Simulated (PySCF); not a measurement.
Atoms are numbered as in `[BH3-:1][N+:2]#[C:3][CH2:4][CH:5]=[CH2:6]`; H(Xn) means a hydrogen on atom n. Ha(C6) is cis to C4; Hb(C6) is trans to C4.

PySCF 2.14 calculation with GIAO PBE0/pcSseg-1 shieldings and structure optimised with PBE0-D3(BJ)/def2-SVP; one averaged value for each set of equivalent atoms, isolated molecule, single conformer, non-relativistic Hamiltonian.

Referencing at the same level of theory: 13C (σ = 184.41 ppm), 1H (σ = 31.27 ppm) against TMS; 11B (σ = 100.73 ppm) against BF3·OEt2; 15N (σ = 265.67 ppm) against NH3.

```csv
atoms,nucleus,count,Hirshfeld charge,δ (ppm)
B1,11B,1,-0.10,?
H(C5),1H,1,0.06,5.89
C6,13C,1,-0.08,132.6
Ha(C6),1H,1,0.06,5.72
H(B1),1H,3,-0.09,2.14
N2,15N,1,0.00,?
H(C4),1H,2,0.08,3.14
C5,13C,1,-0.03,133.1
C4,13C,1,-0.03,24.7
Hb(C6),1H,1,0.06,?
C3,13C,1,0.17,113.7
```

Q: Complete the table.

A: 
- Hb(C6): 5.75 ppm, hydrogen on a terminal =CH2 carbon; a vinylic proton, deshielded by the sp2 carbon and the C=C anisotropy
- B1: -36.3 ppm, boron bonded to N, 3 H
- N2: 239.3 ppm, donor nitrogen of a Lewis adduct

Hydrogens on boron are broadened and split by 11B (spin 3/2, 80 %) and 10B (spin 3). Shifts are as computed. Against solution values, carbons near 30 ppm lie about +2 ppm off and those near 130 ppm about +5 ppm. Of 1313 compounds with measured shifts, 239 miss one by over three times the rms of a fit or turn the order of signals round; such compounds aren't used in these exercises. Experimental scales use liquid or dissolved standards, which lie at an offset from isolated NH3 (liquid NH3: subtract about 20 ppm). Unscaled 15N shifts of sp2 nitrogen come out 20 to 40 ppm too high even then.
